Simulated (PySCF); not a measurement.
**Radial density of V²⁺ (vanadium, charge +2)**

UHF, [Ar] 3d2 4s1, high-spin 4F determinant (an excited configuration). Calculation: PySCF 2.14, in x2c-QZVPPall with one added diffuse shell each of s, p, d, f, g type (12s8p6d4f3g, 121 functions); the spin-free X2C one-electron Hamiltonian (Gaussian nucleus).

```csv
r (bohr),4πr²ρ (e/bohr),4πr²(ρα − ρβ)
0.000918,0.1138,0.0001
0.00154,0.2963,0.0002
0.00260,0.7574,0.0005
0.00437,1.880,0.0011
0.00735,4.439,0.0027
0.0124,9.603,0.0057
0.0208,17.91,0.0100
0.0350,26.06,0.0118
0.0588,26.15,0.0037
0.0989,20.70,-0.0015
0.166,26.99,0.0578
0.280,25.77,0.2541
0.471,9.537,0.9202
0.792,11.53,1.7245
1.33,5.436,1.1710
2.24,0.9014,0.6908
3.77,0.2037,0.2030
6.34,0.002939,0.0029
```

Densities and radii are taken from the X2C orbitals without a picture-change correction, which distorts them close to the nucleus.
